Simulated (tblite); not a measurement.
Species: C₄H₇F₃OSi₂.
Geometry (GFN2-xTB, Å), atoms numbered from 1 in this order:
```xyz
17
C4H7F3OSi2 angstrom
O      2.0664    2.0064    0.0069
C      2.4585    0.8985   -0.2673
Si     1.3144   -0.6377   -0.1979
C     -0.3433    0.1823    0.1682
Si    -0.4354    2.0154    0.7278
C     -1.4778   -0.4951    0.0318
C     -1.5300   -1.9156   -0.4281
F     -2.7233   -2.4854   -0.2159
F     -1.2829   -2.0450   -1.7498
F     -0.6208   -2.7058    0.1824
H      3.5182    0.7686   -0.5597
H      1.4235   -1.2992   -1.4967
H      1.7954   -1.4641    0.9091
H     -0.2717    2.8949   -0.4214
H     -1.8377    2.1492    1.1689
H      0.3935    2.2170    1.9088
H     -2.4540   -0.0723    0.2231
```

Computed values, GFN2-xTB/tblite, gas phase, harmonic and unscaled. Against measured fundamentals such values can be off by several per cent, at times by over 20. Modes of hydrogen on silicon can be 10 to 20 % off. One conformer, not necessarily the lowest.

Harmonic wavenumbers (cm⁻¹): 37.5, 43.7, 102.9, 109.9, 130.7, 136.1, 198.8, 243.0, 259.6, 340.2, 345.6, 384.3, 421.1, 449.5, 464.5, 508.9, 543.2, 549.1, 574.7, 591.9, 636.0, 636.7, 713.7, 737.3, 762.1, 783.2, 807.6, 818.8, 834.8, 879.0, 926.6, 1017.8, 1069.6, 1184.3, 1270.6, 1342.0, 1651.8, 1741.2, 2158.2, 2276.2, 2287.3, 2300.2, 2325.7, 2745.1, 3063.5.

A = 1707, B = 585.6, C = 479.9 MHz; mass 183.999 u (most abundant isotopes); point group C1, symmetry number 1.

What is the zero-point energy?

Half the sum of the wavenumbers: 20702 cm⁻¹ = 247.66 kJ/mol.

Entropy at 350 K, 1 bar (ideal gas, RRHO, classical rotation)?

Translation 177.23, rotation 131.22, vibration 196.25: S = 504.7 J/(mol K).

And Cp and H(350 K) − H(0)?

Cp = 224.09 J/(mol K), of which vibrations give 190.83 (their classical limit is 45 R = 374.2); H(350 K) − H(0) = 47.08 kJ/mol without the zero-point energy, 35.44 from vibrations.

Which modes carry the vibrational entropy at 350 K?

37.5 cm⁻¹: 23.87; 43.7 cm⁻¹: 22.60; 102.9 cm⁻¹: 15.53; 109.9 cm⁻¹: 14.99; 130.7 cm⁻¹: 13.58; 136.1 cm⁻¹: 13.25 J/(mol K); the other 39 give 92.43 together.

Blend soft modes into free rotors: weight 1/[1 + (100 cm⁻¹/ν̃)⁴] for the oscillator and the rest for a rotor with moment μB/(μ + B), μ = h/(8π²ν), B = 10⁻⁴⁴ kg m². What vibrational entropy results?

179.41 J/(mol K) in place of 196.25, which changes −T·S at 350 K by +5.89 kJ/mol.

Hindered rotation and anharmonicity are outside this model. Other conformers, if any are populated, would add a mixing term that is left out. The structure is chiral; the term R ln 2 for an equal mix with its mirror image is left out.
